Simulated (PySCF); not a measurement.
Electronic structure of P⁺ (phosphorus, charge +1) at the UHF level

Configuration: [Ne] 3s2 3p1 4s1, 4s spin antiparallel (an excited configuration). All numbers are calculated (PySCF 2.14, the non-relativistic Hamiltonian (point nucleus), in aug-cc-pwCVTZ (8s7p5d3f, 75 functions)).

```json
{
 "Total energy": "-339.959026 hartree",
 "One-electron energy": "-462.5461 hartree",
 "Hartree (Coulomb) energy": "144.7311 hartree",
 "Exchange energy": "-22.1440 hartree",
 "Kinetic energy": "339.97221 hartree",
 "⟨S²⟩": "1.0135",
 "⟨L²⟩": "2.080",
 "Sum of ⟨r⟩": "14.55 bohr",
 "Sum of ⟨r²⟩": "40.47 bohr²",
 "Traceless quadrupole moment −½Σ⟨3z² − r²⟩ along its main axis": "-0.382 e·bohr²",
 "Density at the nucleus (Gaussians lack the cusp)": "2160 bohr⁻³",
 "Spin density at the nucleus": "-1.18 bohr⁻³",
 "Langevin diamagnetic susceptibility": "-32.1 ×10⁻⁶ cm³/mol"
}
```

| shell | electrons | mean orbital energy (hartree) | spread (hartree) | rms radius, mean of both spins (bohr) |
| --- | --- | --- | --- | --- |
| 1s α | 1 | -80.63565 | 0 | 0.120 |
| 1s β | 1 | -80.62841 | 0 | 0.120 |
| 2s α | 1 | -8.15670 | 0 | 0.561 |
| 2s β | 1 | -8.15167 | 0 | 0.561 |
| 2p α | 3 | -6.04596 | 0.01987 | 0.540 |
| 2p β | 3 | -6.02896 | 0.02302 | 0.540 |
| 3s α | 1 | -1.24180 | 0 | 1.90 |
| 3s β | 1 | -1.14683 | 0 | 1.90 |
| 3p α | 1 | -0.87511 | 0 | 2.15 |
| 4s β | 1 | -0.31104 | 0 | 5.12 |

The outer electron is Rydberg-like, and this basis confines it to a smaller radius and binds it less than a complete one would. With the s spin flipped the determinant is a mixture of two multiplicities, not a spectroscopic state.

Spin-orbit constants ζ (cm⁻¹) from the X2C one-electron operator on these orbitals (non-relativistic here): bare nucleus, nucleus screened by l(l+1)(2l+1)/3 electrons, and screened by the Breit-Pauli mean field of the electrons.

```csv
shell,bare,screened nucleus,mean field
2p,5437,4712,4382
3p,401.8,348.3,319.0
```
